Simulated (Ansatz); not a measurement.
Reaction (ligand exchange at the Si–Cl bond): `FCO[SiH2]Cl` + H–F → `FCO[SiH2]F` + HCl

Isolated molecules relaxed with PBE0-D4/def2-TZVP in Ansatz; ΔE leaves out vibrations. CCSD(T)/CBS adds triple-zeta CCSD(T) − MP2 to the extrapolated MP2 energy (def2 sets, frozen cores). This one scheme is used for every species. DFT in def2-TZVPP. B3LYP here is the variant with VWN-RPA as its local correlation; programs differ in this. One conformer a species, not always the lowest.

```tsv
level	ΔE (kJ/mol)
PBE0-D4	-34.8
r2SCAN0-D4	-41.4
BHLYP-D4	-47.0
B3LYP	-50.8
HF/def2-SVP	-47.9
HF/def2-TZVPP	-57.1
MP2/def2-TZVPP	-39.9
HF/CBS(def2)	-59.2
```

Problem. What does CCSD(T)/CBS give? (Best estimate.)

Solution. Ansatz gave: -40.7 kJ/mol. The listed levels differ from it by 5.9, -0.7, -6.3, -10.1, -7.2, -16.4, 0.8, -18.5 kJ/mol.

Largest T1 diagnostic among the species: 0.012.

Leaving LDA and LC-ωPBE aside and taking each functional with its dispersion term where it has one, the values, not all of them listed here, spread over 19.0 kJ/mol, from CAM-B3LYP-D4 to revPBE-D4. At CCSD(T), def2-SVP lies −4.5 kJ/mol from the extrapolated value and def2-TZVPP −4.4 kJ/mol. The D4 term adds +6.1 kJ/mol with B3LYP and +3.3 kJ/mol with PBE0; it sums over pairs of atoms, weighted by their polarisabilities, and B3LYP, whose exchange is more repulsive, gets the larger term.

CCSD(T)/CBS has its own doubt, a few kJ/mol and more with outer-core shells, so smaller differences from it don't rank the levels.
